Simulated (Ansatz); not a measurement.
Species: C4H8Si, SMILES `C(CC)=C=[SiH2]` (charge 0, multiplicity 1), formula C4H8Si.

Problem. How many basis functions does frozen-core CCSD(T)/cc-pVTZ // B3LYP-D3(BJ)/def2-TZVP run with Ansatz (an electronic-structure program) use, how many core orbitals are frozen, and how many electrons are correlated?

Solution. 266 basis functions and 9 frozen orbitals, which leaves 28 correlated electrons. Core time is of the order of minutes.
